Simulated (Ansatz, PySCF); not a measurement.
C2H3Cl2FSi, SMILES C(=C)[Si](Cl)(F)Cl. Atoms are numbered in the order given.

```xyz
9

C     -2.6453    -0.7295     0.5109
C     -1.5028    -0.9886    -0.1354
Si    -0.0297     0.0867     0.0773
F     -0.3995     1.2725     1.1076
Cl     1.5619    -0.9359     0.8521
Cl     0.5505     0.9511    -1.6821
H     -2.7416     0.1273     1.1859
H     -3.5315    -1.3620     0.3925
H     -1.4382    -1.8548    -0.8044
```

Geometry optimised at PBE0-D3(BJ)/def2-SVP. Other conformers were not sampled.

Two levels are set side by side: PBE-D3(BJ)/def2-SVP (Ansatz, an electronic-structure program) and PBE0-D3(BJ)/def2-SVP (Ansatz). Each level has its own optimised geometry; the coordinates shown are those of the second. Frequencies come from the Hessian of PySCF at each geometry. Differences are taken from unrounded values.

```
quantity                            PBE0-D3(BJ)
----------------------------------  -----------
mean bond length (Å)                      1.520
bond C1–C2 (Å)                            1.338
bond C2–Si3 (Å)                           1.836
bond Si3–F4 (Å)                           1.614
bond Si3–Cl5 (Å)                          2.044
bond Si3–Cl6 (Å)                          2.044
bond C1–H7 (Å)                            1.095
bond C1–H8 (Å)                            1.095
bond C2–H9 (Å)                            1.096
highest harmonic wavenumber (cm⁻¹)         3255
mean harmonic wavenumber (cm⁻¹)            1041
zero-point energy (kcal/mol)              31.24
```

### Question
What does PBE-D3(BJ) give, and how far is it from PBE0-D3(BJ)? (An estimate is asked for; the answer gives what the named calculation found.)

### Answer

```json
[
 {"quantity": "mean bond length (Å)", "PBE-D3(BJ)": "1.532", "PBE-D3(BJ) minus PBE0-D3(BJ)": "0.012"},
 {"quantity": "bond C1–C2 (Å)", "PBE-D3(BJ)": "1.348", "PBE-D3(BJ) minus PBE0-D3(BJ)": "0.010"},
 {"quantity": "bond C2–Si3 (Å)", "PBE-D3(BJ)": "1.847", "PBE-D3(BJ) minus PBE0-D3(BJ)": "0.011"},
 {"quantity": "bond Si3–F4 (Å)", "PBE-D3(BJ)": "1.630", "PBE-D3(BJ) minus PBE0-D3(BJ)": "0.016"},
 {"quantity": "bond Si3–Cl5 (Å)", "PBE-D3(BJ)": "2.061", "PBE-D3(BJ) minus PBE0-D3(BJ)": "0.016"},
 {"quantity": "bond Si3–Cl6 (Å)", "PBE-D3(BJ)": "2.061", "PBE-D3(BJ) minus PBE0-D3(BJ)": "0.016"},
 {"quantity": "bond C1–H7 (Å)", "PBE-D3(BJ)": "1.103", "PBE-D3(BJ) minus PBE0-D3(BJ)": "0.008"},
 {"quantity": "bond C1–H8 (Å)", "PBE-D3(BJ)": "1.103", "PBE-D3(BJ) minus PBE0-D3(BJ)": "0.008"},
 {"quantity": "bond C2–H9 (Å)", "PBE-D3(BJ)": "1.105", "PBE-D3(BJ) minus PBE0-D3(BJ)": "0.008"},
 {"quantity": "highest harmonic wavenumber (cm⁻¹)", "PBE-D3(BJ)": "3160", "PBE-D3(BJ) minus PBE0-D3(BJ)": "-95"},
 {"quantity": "mean harmonic wavenumber (cm⁻¹)", "PBE-D3(BJ)": "1005", "PBE-D3(BJ) minus PBE0-D3(BJ)": "-35"},
 {"quantity": "zero-point energy (kcal/mol)", "PBE-D3(BJ)": "30.18", "PBE-D3(BJ) minus PBE0-D3(BJ)": "-1.06"}
]
```

GGA bonds tend to be longer and softer than those of functionals with exact exchange. Differences between two approximate levels are no errors against the true value.
